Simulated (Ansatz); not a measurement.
Relaxation of [Tb(H2O)6]3+ (TbO6H12³⁺) with UKS r2SCAN-D4/def2-SVP.

```sh
$ ansatz run in.yaml --threads 4 --pin off --events-out ev --progress --plain --max-ram 6963MiB
```

```yaml
crystal:
  periodic: [false, false, false]
  atoms:
    - {symbol: Tb, position_ang: [0.003740, -0.001190, -0.003480]}
    - {symbol: O, position_ang: [0.176870, 0.188100, 2.333710]}
    - {symbol: H, position_ang: [0.152070, 0.993690, 2.890580]}
    - {symbol: H, position_ang: [0.283110, -0.521110, 3.001230]}
    - {symbol: O, position_ang: [-0.173920, -0.185920, -2.338550]}
    - {symbol: H, position_ang: [-0.268940, 0.523580, -3.008270]}
    - {symbol: H, position_ang: [-0.169920, -0.994170, -2.892580]}
    - {symbol: O, position_ang: [2.338390, 0.174740, -0.181650]}
    - {symbol: H, position_ang: [3.004300, 0.294200, 0.527400]}
    - {symbol: H, position_ang: [2.895710, 0.148780, -0.987270]}
    - {symbol: O, position_ang: [-2.335230, -0.174910, 0.176400]}
    - {symbol: H, position_ang: [-2.893210, -0.167720, 0.981860]}
    - {symbol: H, position_ang: [-3.001930, -0.276090, -0.535150]}
    - {symbol: O, position_ang: [-0.179830, 2.336510, -0.178840]}
    - {symbol: H, position_ang: [-0.986540, 2.892620, -0.176590]}
    - {symbol: H, position_ang: [0.531270, 3.004920, -0.267480]}
    - {symbol: O, position_ang: [0.177740, -2.337170, 0.188490]}
    - {symbol: H, position_ang: [-0.535360, -3.001000, 0.294690]}
    - {symbol: H, position_ang: [0.981680, -2.897860, 0.175490]}
basis:
  gaussian: {orbitals: def2-SVP}
total_charge: 3
magnetization: {spin_polarized: true, initial_magnetization: 6}
hamiltonian: {xc: r2scan, dispersion: d4}
scf: {lower_state_search: "off"}
output: {orbitals: {seedname: orbitals}}
relax: {f_tol: 0.03, max_steps: 70}
```

Run time 2.3 min (4 threads of Intel Xeon on a shared host).

Positions (Å) and forces (eV/Å) at steps 1, 2, 3, 4 of 4:

```xyz
19
step=1 energy=-34845.8054 eV
Tb    0.004   -0.001   -0.003   -0.025    0.012    0.021
O     0.177    0.188    2.334   -0.009   -0.002    0.020
H     0.152    0.994    2.891   -0.015    0.102   -0.128
H     0.283   -0.521    3.001    0.004   -0.117   -0.114
O    -0.174   -0.186   -2.339   -0.001    0.000   -0.046
H    -0.269    0.524   -3.008    0.004    0.101    0.129
H    -0.170   -0.994   -2.893    0.017   -0.090    0.127
O     2.338    0.175   -0.182    0.040    0.004   -0.009
H     3.004    0.294    0.527   -0.120   -0.005    0.107
H     2.896    0.149   -0.987   -0.127   -0.018   -0.088
O    -2.335   -0.175    0.176   -0.041   -0.009   -0.011
H    -2.893   -0.168    0.982    0.134    0.021    0.094
H    -3.002   -0.276   -0.535    0.135    0.006   -0.098
O    -0.180    2.337   -0.179    0.002    0.029    0.005
H    -0.987    2.893   -0.177   -0.096   -0.132    0.016
H     0.531    3.005   -0.267    0.110   -0.121   -0.002
O     0.178   -2.337    0.188    0.014   -0.044   -0.008
H    -0.535   -3.001    0.295   -0.106    0.123   -0.001
H     0.982   -2.898    0.175    0.080    0.139   -0.015
19
step=2 energy=-34845.8175 eV
Tb   -0.003   -0.002   -0.001   -0.021   -0.017   -0.007
O     0.152    0.181    2.290    0.132    0.010    0.340
H     0.161    0.994    2.838   -0.048    0.019   -0.069
H     0.302   -0.531    2.948   -0.056   -0.013   -0.072
O    -0.169   -0.184   -2.293    0.004   -0.003   -0.304
H    -0.261    0.535   -2.953   -0.009    0.024    0.051
H    -0.147   -0.993   -2.846   -0.004   -0.033    0.062
O     2.289    0.174   -0.179    0.317   -0.012    0.016
H     2.949    0.257    0.542   -0.068    0.017    0.000
H     2.843    0.154   -0.987   -0.053    0.005   -0.030
O    -2.292   -0.180    0.175   -0.335    0.050    0.026
H    -2.848   -0.136    0.982    0.077   -0.024    0.021
H    -2.953   -0.262   -0.545    0.061   -0.031   -0.032
O    -0.185    2.289   -0.162    0.005    0.327   -0.089
H    -0.997    2.838   -0.160   -0.029   -0.048    0.031
H     0.528    2.949   -0.296    0.008   -0.077    0.035
O     0.178   -2.293    0.169    0.056   -0.312    0.090
H    -0.537   -2.951    0.295   -0.043    0.054   -0.028
H     0.990   -2.842    0.183    0.006    0.064   -0.039
19
step=3 energy=-34845.8357 eV
Tb   -0.001   -0.001   -0.001   -0.001   -0.001   -0.003
O     0.172    0.187    2.312   -0.010   -0.008   -0.147
H     0.155    1.004    2.850    0.003    0.027    0.067
H     0.280   -0.534    2.964    0.005   -0.018    0.073
O    -0.165   -0.187   -2.315    0.011    0.011    0.144
H    -0.267    0.535   -2.968   -0.007    0.016   -0.069
H    -0.147   -1.003   -2.853   -0.003   -0.027   -0.065
O     2.313    0.168   -0.181   -0.145   -0.012    0.011
H     2.963    0.271    0.543    0.070    0.009    0.017
H     2.853    0.150   -0.996    0.066    0.003   -0.028
O    -2.316   -0.166    0.178    0.145    0.013   -0.012
H    -2.857   -0.145    0.993   -0.066   -0.005    0.027
H    -2.966   -0.271   -0.545   -0.069   -0.008   -0.016
O    -0.186    2.313   -0.176    0.010   -0.143    0.011
H    -1.003    2.850   -0.158   -0.026    0.066   -0.004
H     0.535    2.965   -0.282    0.017    0.069   -0.006
O     0.180   -2.314    0.181   -0.012    0.145   -0.012
H    -0.542   -2.965    0.286   -0.017   -0.069    0.007
H     0.996   -2.854    0.167    0.027   -0.066    0.002
19
step=4 energy=-34845.8374 eV
Tb    0.000    0.000   -0.001    0.000    0.000    0.001
O     0.170    0.188    2.311    0.000    0.000    0.001
H     0.153    1.003    2.853    0.000    0.002    0.000
H     0.276   -0.531    2.969   -0.001   -0.002    0.000
O    -0.165   -0.188   -2.313    0.001    0.000   -0.002
H    -0.267    0.531   -2.970   -0.001    0.002    0.000
H    -0.148   -1.004   -2.855    0.000   -0.002    0.001
O     2.312    0.168   -0.181    0.002   -0.001    0.000
H     2.967    0.273    0.540    0.000    0.001    0.002
H     2.857    0.149   -0.995    0.000    0.000   -0.002
O    -2.313   -0.167    0.179   -0.001    0.000    0.000
H    -2.858   -0.147    0.993    0.001   -0.001    0.002
H    -2.968   -0.273   -0.542    0.000    0.000   -0.002
O    -0.184    2.312   -0.175    0.000    0.001   -0.001
H    -0.999    2.854   -0.159   -0.002    0.000    0.000
H     0.535    2.968   -0.281    0.002   -0.001    0.001
O     0.180   -2.312    0.178    0.000   -0.002   -0.002
H    -0.541   -2.967    0.283   -0.002    0.000    0.001
H     0.994   -2.857    0.165    0.002    0.001    0.000
```

In the def2 sets Tb takes a core potential; there is no spin–orbit coupling. With an open 4f shell the SCF may have ended on a state above the lowest.
